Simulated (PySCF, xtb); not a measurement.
F2HS, SMILES F[SH+]F, charge +1.

GFN2-xTB (xtb 6.7.1) at its own geometry gives an orbital gap of 5.27 eV.

Geometry optimised at TPSSh-D3(BJ)/def2-TZVP. The isomer is the one that the SMILES or the coordinates give; other isomers of the formula were not compared.

### Question
What does B3LYP/def2-TZVPD run with PySCF give? (Estimate from the structure and the level; the computed values follow.)

### Answer
gap 8.05 eV (levels -17.66 and -9.61 eV).
